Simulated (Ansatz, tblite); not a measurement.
Forces on In5P4Cl3, a halide-capped cluster cut from zinc blende InP (3 Cl on the cations) at its PBE-D4/def2-SVP geometry. Charge 0, multiplicity 1.

In the def2 sets In takes a core potential; there is no spin–orbit coupling. The xTB rows come from tblite. Single mean-field runs in def2-TZVP are fitted with def2-universal-jkfit.

GFN2-xTB (tblite), largest force 1.59 eV/Å:

```xyz
12
positions Å, forces eV/Å
In   -0.835    1.873   -0.914   -0.335    0.295   -0.940
In    0.202   -1.561   -1.629    0.031   -0.189   -1.013
In    1.799    0.229    1.313    0.571    0.032    0.437
In   -1.408    1.179    2.209   -0.037   -0.129    0.630
In   -0.700   -2.116    1.463   -0.140   -0.070    0.581
P     1.430    0.658   -1.134    0.728    0.331   -0.573
P    -2.535    2.667    0.754   -0.797    0.895   -0.608
P    -1.094   -3.384   -0.496   -0.389   -0.866   -0.901
P     0.141   -0.523    3.233    0.780   -0.161    1.378
Cl   -1.409    2.471   -3.150    0.173   -0.197    0.621
Cl    0.471   -1.965   -3.961   -0.038    0.123    0.657
Cl    3.939    0.473    2.311   -0.545   -0.064   -0.268
```

PBE-D4/def2-TZVP (Ansatz), largest force 0.34 eV/Å:

```
In -0.082 0.069 -0.084
In -0.005 -0.093 -0.135
In 0.142 0.030 0.063
In 0.024 -0.005 -0.067
In 0.022 0.005 -0.032
P -0.170 -0.082 0.100
P 0.228 -0.191 0.014
P 0.136 0.257 0.106
P -0.108 0.043 -0.317
Cl 0.063 -0.051 0.213
Cl -0.021 0.047 0.233
Cl -0.229 -0.029 -0.094
```

PBE0-D4/def2-TZVP (Ansatz), largest force 0.78 eV/Å:

```
In -0.155 0.161 -0.253
In 0.004 -0.177 -0.329
In 0.302 0.053 0.125
In 0.003 0.052 -0.175
In 0.041 -0.046 -0.147
P -0.436 -0.215 0.355
P 0.565 -0.492 0.079
P 0.318 0.631 0.295
P -0.210 0.123 -0.741
Cl 0.138 -0.131 0.492
Cl -0.051 0.103 0.528
Cl -0.518 -0.062 -0.229
```
